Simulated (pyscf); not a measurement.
Single points on ωB97X-D3(BJ)/def2-SVP structures (PySCF, gas phase).

Task: For the elementary gas-phase step `[Cl][GeH3]` + `[Cl][GeH]` [singlet] -> `[Cl][GeH]([Cl])[GeH3]` (singlet surface; Cl–Ge broken, Ge–Ge, Cl–Ge formed), what barrier and reaction energy does ωB97M-D3(BJ)/def2-TZVP give, measured from the separated reactants?

Result: ΔE‡ = 34.9 kJ/mol, ΔE = -135.1 kJ/mol. Zero-point energy shifts the barrier by +5.1 kJ/mol. It is an insertion, with an imaginary mode of 247i cm⁻¹. On the reactant side the descent ends in a bound adduct (not fully relaxed), 48.7 kJ/mol under the separated species and 57.4 kJ/mol under the saddle at ωB97X-D3(BJ)/def2-TZVP. At ωB97X-D3(BJ)/def2-TZVP the barrier from the zero used here is 8.7 kJ/mol. This is the saddle that the search found; another between the same sides may lie lower. Elements up to Kr have no core potential and no relativistic terms here.
